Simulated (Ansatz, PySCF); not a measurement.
C2H10ClNSi2, SMILES CN[Si@@H](Cl)C[SiH3].

Geometry optimised at PBE-D3(BJ)/def2-SVP. The structure was generated by enumeration; whether it is a known compound was not checked. Other conformers were not sampled.

Vertical ionisation energy (IE) and electron affinity (EA) in eV. Rows of orbital energies are one-electron estimates. Where ΔSCF, EOM or ADC give a negative EA the extra electron is unbound and the value depends on the basis.

```tsv
level	IE	EA
−ε(HOMO), −ε(LUMO), B3LYP/def2-TZVP (PySCF)	6.99	-0.21
−ε(HOMO), −ε(LUMO), PBE/def2-TZVP (PySCF)	5.86	0.35
ΔSCF, CAM-B3LYP/def2-SVPD (Ansatz), final states of multiplicity 2 and 2	9.33	-1.50
ΔSCF, PBE/def2-SVPD (Ansatz), final states of multiplicity 2 and 2	8.88	-1.13
```

Question: What vertical singlet–triplet gap does ΔSCF give with CAM-B3LYP/def2-SVPD (Ansatz, a program for electronic structure) and with PBE/def2-SVPD (Ansatz)? (An estimate is asked for; the answer gives what the named calculation found.)

Answer: 6.24 and 5.70 eV (triplet above singlet where positive).
